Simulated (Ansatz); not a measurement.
WO₄H₂. The state is a singlet with charge 0. Geometry PBE-D4/def2-SVP, basis def2-TZVP, Ansatz.

Cartesian coordinates in Å:
```
W 0.491 -0.033 0.202
O -1.075 1.095 0.709
O -1.462 0.895 -0.681
O 2.069 -0.094 0.850
O -0.209 0.888 -1.423
H 0.456 -1.463 -0.722
H -0.270 -1.289 1.065
```

```csv
run,HOMO (eV),LUMO (eV)
A,-7.74,-5.04
B,-10.39,-3.27
C,-7.48,-5.05
D,-8.94,-4.32
```

In the def2 sets W takes a core potential; there is no spin–orbit coupling. The structure holds 2 bonds between oxygen atoms, so isomers without such links may lie far lower. Another isomer (singlet) lies 4.78 eV lower at PBE0-D4/def2-TZVP; other spin states weren't run for this one.

Question: The runs used CAM-B3LYP, PBE, PBE0, r2SCAN. Estimate which is which.

Answer: A r2SCAN (0 % exact exchange); B CAM-B3LYP (range-separated); C PBE (0 % exact exchange); D PBE0 (25 % exact exchange). Exact exchange lowers occupied and raises empty levels; among semilocal functionals meta-GGAs tend to open the gap a little, and such runs are hard to tell apart. The gap grows from 2.43 eV (PBE) to 7.12 eV (CAM-B3LYP).
